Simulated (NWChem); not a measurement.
System: GaP2H5O; SMILES [PH2][Ga]([PH2])[OH]

```xyz
9

Ga     0.2718     0.0684    -0.0327
O      2.0525     0.2449    -0.1049
H      2.5613    -0.5719    -0.1004
P     -0.6750    -2.0514     0.1607
H      0.1461    -2.6039    -0.8713
H     -1.7490    -1.7353    -0.7268
P     -0.8115     2.1088     0.1312
H     -1.8554     1.7297    -0.7683
H      0.0032     2.6887    -0.8888
```
Atoms are numbered in this order, from 1.

Level: PBE0/def2-SVP (NWChem), optimised geometry, unscaled harmonic frequencies. 

```
frequency (cm⁻¹)  IR intensity (km/mol)
----------------  ---------------------
76                                  4.0
87                                  3.9
106                                 2.4
133                                 7.9
159                                16.3
310                                 1.6
355                               106.6
382                                37.6
539                                 1.5
591                                 2.2
620                                 6.1
668                                10.0
699                               104.2
780                               106.5
1083                               15.1
1090                               19.9
2400                               25.8
2404                               29.9
2419                               37.2
2424                               40.2
3918                               68.0
```

```json
{
  "zero_point_energy": "30.4 kcal/mol",
  "thermal correction to the enthalpy at 298.15 K (with zero-point energy)": "36.2 kcal/mol",
  "heat capacity Cv": "26.6 cal/(mol K)",
  "entropy at 298.15 K and 1 atm (symmetry number 1)": "91.4 cal/(mol K)",
  "dipole_moment": "1.96 D"
}
```

Rigid rotor and harmonic oscillator; modes under 100 cm⁻¹ make the entropy uncertain.
